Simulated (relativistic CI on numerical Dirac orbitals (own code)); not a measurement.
**How well does a small relativistic CI reproduce Rb IV?**

Computed by Dirac-Coulomb-Breit CI, KLI orbitals optimised for each configuration, model QED, valence Slater integrals scaled by 0.85, P86 correlation estimate, and configurations built on the next ion tied to the tabulated ionisation energy (semi-empirical) (own radial code, finite nucleus).

Configurations in the expansion (outside the closed core [Ar] 3d10): 4s²4p⁴, 4s²4p³4d, 4s²4p³5s, 4s²4p³5p, 4s²4p³5d, 4s²4p³6s, 4s²4p³4f, 4s²4p³5f, 4s4p⁵, 4p⁶, 4s²4p²4d², 4s4p⁴4d, 4s4p⁴4f, 4s²4p²4f², 4p⁴4d², 4s²4p³6p, 4s²4p³6d, 4s²4p³5g, 4s²4p³6f, 4s4p⁴5s, 4s²4p²4d4f, 4p⁵4d, 4s4p³4d², 4s4p⁴5p. Levels of other configurations are missing.

```
Configuration  Term (tabulated)  J  Measured (cm⁻¹)  Computed  Error  Purity (%)
       4s²4p⁴                3P  2              0.0         0      0          93
       4s²4p⁴                3P  1           6260.4      6149   -112          98
       4s²4p⁴                3P  0           6947.8      6725   -223          91
       4s²4p⁴                1D  2          17357.7     17108   -250          92
       4s²4p⁴                1S  0          38403.6     36152  -2252          90
        4s4p⁵               3P°  2         134978.5    136729   1750          76
        4s4p⁵               3P°  1         139617.9    141212   1595          75
        4s4p⁵               3P°  0         142608.9    144112   1503          75
     4s²4p³4d               5D°  0         170775.5    165110  -5665          96
     4s²4p³4d               5D°  1         170855.3    165159  -5697          96
     4s²4p³4d               5D°  2         170888.4    165186  -5703          96
     4s²4p³4d               5D°  3         170937.5    165212  -5725          94
     4s²4p³4d               5D°  4         171245.5    165494  -5752          96
     4s²4p³4d               3D°  2         181480.9    175745  -5736          81
     4s²4p³4d               3D°  3         182975.2    177157  -5818          91
     4s²4p³4d               3D°  1         183581.5    177724  -5858          97
     4s²4p³4d               3F°  2         187504.5    182338  -5167          85
     4s²4p³4d               1S°  0         188549.2    182581  -5968          95
     4s²4p³4d               3F°  3         188981.9    183835  -5147          89
     4s²4p³4d               3F°  4         190882.2    185713  -5170          91
     4s²4p³4d               3G°  3         195601.8    191063  -4538          88
     4s²4p³4d               3G°  4         196280.8    191626  -4655          81
     4s²4p³4d               3G°  5         196976.8    192850  -4127          98
     4s²4p³4d               1G°  4         199445.7    194855  -4590          87
     4s²4p³5s               5S°  2         203281.3    205154   1873          95
     4s²4p³4d               1D°  2         205272.6    199585  -5688          82
     4s²4p³4d               3D°  1         207138.3    200466  -6672          95
     4s²4p³5s               3S°  1         209941.9    212624   2682          90
     4s²4p³4d               3P°  0         210509.6    203431  -7079          93
     4s²4p³4d               3D°  2         210720.3    204001  -6719          90
     4s²4p³4d               3P°  1         211855.1    204715  -7141          91
     4s²4p³4d               3F°  3         212694.3    207478  -5217          60
     4s²4p³4d               3F°  2         213459.9    208220  -5240          89
     4s²4p³4d               3F°  4         213970.7    208482  -5489          83
     4s²4p³4d               3P°  2         217114.0    210318  -6796          85
     4s²4p³5s             3D° †  1         223788.4    226890   3101          57
     4s²4p³5s             3D° †  2         224044.1    227597   3553          75
     4s²4p³4d               3S°  1         224955.0    222223  -2732          79
     4s²4p³5s               3D°  3         225173.3    229557   4383          94
     4s²4p³4d               1F°  3         226491.9    218793  -7698          84
     4s²4p³4d               3P°  2         227225.7    223297  -3929          61
     4s²4p³5s               1D°  2         229046.0    232535   3489          84
     4s²4p³4d               3D°  2         233127.5    228707  -4420          70
     4s²4p³4d               3P°  0         233150.1    230506  -2644          71
     4s²4p³4d               3D°  1         236054.7    230535  -5520          71
     4s²4p³5s               3P°  0         240818.0    243474   2656          94
     4s²4p³4d               1D°  2         240860.3    237492  -3369          84
     4s²4p³5s               3P°  1         241306.7    244112   2806          84
     4s²4p³5p                5P  1         241923.9    243525   1601          94
     4s²4p³5p                5P  2         242254.4    243874   1619          90
     4s²4p³5p                5P  3         243527.6    245036   1508          96
     4s²4p³5s               3P°  2         243700.3    246958   3258          81
     4s²4p³4d               1F°  3         245392.6    240593  -4799          87
     4s²4p³5s               1P°  1         246331.5    249401   3069          69
     4s²4p³5p                3P  1         247061.1    249239   2178          90
     4s²4p³5p                3P  2         247902.3    250116   2214          90
     4s²4p³5p                3P  0         248171.3    250340   2168          99
     4s²4p³5p                3F  2         260840.9    265536   4695          65
     4s²4p³5p                3D  2         262554.4    263564   1010          71
     4s²4p³5p                1F  3         264103.7    268187   4084          75
```

Measured levels from Sansonetti, J. Phys. Chem. Ref. Data 35, 301 (2006); pairs were made by configuration, J and term (by order where the table uses no LS term), so strongly mixed levels may be paired wrongly.

Mean error by configuration (cm⁻¹): 4s²4p⁴ -709; 4s4p⁵ 1616; 4s²4p³4d -5347; 4s²4p³5s 3027; 4s²4p³5p 2342. Over the excited levels the mean absolute error is 4025 cm⁻¹ (59 of the 69 excited levels that our extract of the source holds in range could be paired, and the others can miss by more), and the median relative error of those above 1,000 cm⁻¹ is 2.1 %. † marks terms whose computed intervals miss the measured ones by more than a factor of 2.5, or configurations far off the rest, from wrong mixing, a near crossing or a doubtful label or measurement; they are left out of the means.
